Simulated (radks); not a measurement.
Values are calculated unless marked as measured or tabulated.
Question: The tin anion Sn4-, [Xe], held by a Watson sphere: a shell of charge +4 at radius R that stands for the Madelung well of a crystal (potential energy -4/R inside, -4/r outside, in hartree with lengths in bohr). Level of theory: scalar-relativistic Kohn-Sham, PBE, spin-polarised, spherical densities, point nucleus (a radial shooting solver on a logarithmic mesh with Libxc functionals). Response by self-consistent Sternheimer equations with the Hartree and adiabatic LDA kernel, the relativistic mass of each level held fixed and spin-orbit coupling left out. The sphere does not respond.

| R (bohr) | e(4d) (eV) | e(5s) (eV) | e(5p) (eV) | <r> 5p (bohr) | sum of <r^2> (bohr^2) | X-ray form factor at sin(theta)/lambda = 0.2 1/angstrom | alpha (bohr^3) |
|---|---|---|---|---|---|---|---|
| 3.18 | -24.588 | -11.981 | -5.942 | 3.214 | 109.3 | 39.966 | 82.80 |
| 3.83 | -23.738 | -10.454 | -4.995 | 3.573 | 127.7 | 39.961 | 130.1 |
| 4.06 | -23.571 | -10.037 | -4.700 | 3.702 | 134.7 | 39.988 | 152.3 |
| 4.23 | -23.475 | -9.764 | -4.497 | 3.799 | 140.0 | 40.012 | 170.9 |
| 5.09 | -23.200 | -8.779 | -3.654 | 4.296 | 169.6 | 40.147 | 299.0 |
| 5.19 | -23.183 | -8.700 | -3.575 | 4.355 | 173.3 | 40.161 | 318.1 |

Estimate the row for R = 2.56 bohr.

Answer: e(4d) (eV) -26.534; e(5s) (eV) -13.989; e(5p) (eV) -6.929; <r> 5p (bohr) 2.886; sum of <r^2> (bohr^2) 93.78; X-ray form factor at sin(theta)/lambda = 0.2 1/angstrom 40.163; alpha (bohr^3) 54.34.
